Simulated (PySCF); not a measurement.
Species: C6H13NSi.
Numbering: `[CH3:1]/[CH:2]=[CH:3]/[C@H:4]1[CH2:5][CH2:6][SiH2:7][NH:8]1`

Cartesian coordinates in Å at the GFN2-xTB level; atoms count from 1:
```xyz
21
C6H13NSi angstrom
C      3.353    0.427    0.272
C      2.149   -0.115   -0.425
C      0.899    0.083   -0.041
C     -0.308   -0.455   -0.752
C     -1.161   -1.338    0.171
C     -2.021   -0.437    1.056
Si    -2.393    1.064   -0.050
N     -1.193    0.613   -1.190
H      3.902    1.096   -0.392
H      4.026   -0.384    0.550
H      3.072    0.975    1.168
H      2.353   -0.715   -1.304
H      0.680    0.689    0.828
H      0.020   -1.032   -1.628
H     -0.524   -2.005    0.754
H     -1.814   -1.948   -0.455
H     -2.905   -0.970    1.400
H     -1.467   -0.140    1.946
H     -2.185    2.333    0.661
H     -3.707    1.048   -0.698
H     -0.785    1.228   -1.874
```

NICS = −σ at a ghost point: NICS(0) at the centroid of the ring atoms, NICS(1) 1 Å to either side along the normal of their mean plane, zz for the tensor component along that normal. Level: GIAO PBE0/pcSseg-1 (PySCF, non-relativistic, gas phase) on the GFN2-xTB geometry, one conformer.

Ring bond lengths (Å), with Mayer bond orders in brackets: C4–C5 1.535 (1.02), C5–C6 1.528 (1.01), C6–Si7 1.901 (0.91), Si7–N8 1.715 (1.01), N8–C4 1.454 (0.94).

Question: Give the NICS values of each ring in ppm.

Answer: 
```json
{"ring": "C4–C5–C6–Si7–N8", "type": "5-membered ring with N and Si; formal bonds all single", "NICS(0)": "-6.6", "NICS(1), two faces": "-3.6 / -3.1", "NICS(1)zz, two faces": "-4.6 / -5.0", "rms pucker (Å)": "0.16", "centre to ring atoms, mean (Å)": "1.36"}
```

Question: What can be read from them?

Answer: 
- C4–C5–C6–Si7–N8: mean NICS(1)zz -4.8 ppm, shielded. C4, C5, C6, Si7 have four or more neighbours; no verdict on aromaticity is drawn.

Question: At the first NICS(1) probe listed for ring C4–C5–C6–Si7–N8, 1 Å off the ring, what do the in-plane components average?

Answer: The isotropic value is a third of the trace: (3 × -3.6 − (-4.6))/2 = -3.1 ppm.

Question: List the ring angles and the Hirshfeld charges of the ring atoms.

Answer: 
- C4–C5–C6–Si7–N8: C4 105.4° (+0.016 e), C5 108.8° (-0.071 e), C6 103.8° (-0.163 e), Si7 92.4° (+0.363 e), N8 114.7° (-0.247 e); sum 525.1° against 540° for a flat convex ring.

The run took 83 s (grids of density and orbitals included) on an Arm Neoverse N1 with one thread, shared host, and the process peaked at 0.93 GiB of memory. This is the whole shielding run at PBE0/pcSseg-1, SCF included.
